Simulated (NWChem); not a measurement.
System: NH2SeBr; SMILES N[Se]Br

Input file for NWChem:

```
start job
memory heap 200 mb stack 900 mb global 1100 mb
geometry units angstroms noautoz
  Se     0.380214     0.947525     0.000000
  Br    -0.010753    -1.402473     0.000000
  N     -1.229558     1.708024     0.000000
  H     -1.782185     1.609795     0.847235
  H     -1.782185     1.609795    -0.847235
end
basis spherical
  * library def2-svpd
end
dft
  xc xcamb88 1.00 lyp 0.81 vwn_5 0.19 hfexch 1.00
  cam 0.33 cam_alpha 0.19 cam_beta 0.46
  iterations 150
end
tddft
  cis
  nroots 6
  notriplet
end
task tddft energy
```

Coordinates come from a PBE0/def2-SVP optimisation.

Vertical excitations in the gas phase.

Task: What results follow from this input? (CAM-B3LYP/def2-SVPD, TDA.) Quantities: lowest excitation, singlet (eV); oscillator strength of that lowest state; orbital gap (eV).

Result: 
```yaml
lowest excitation, singlet (eV): 2.95
oscillator_strength_of_that_lowest_state: 0.001
orbital gap (eV): 6.76
```
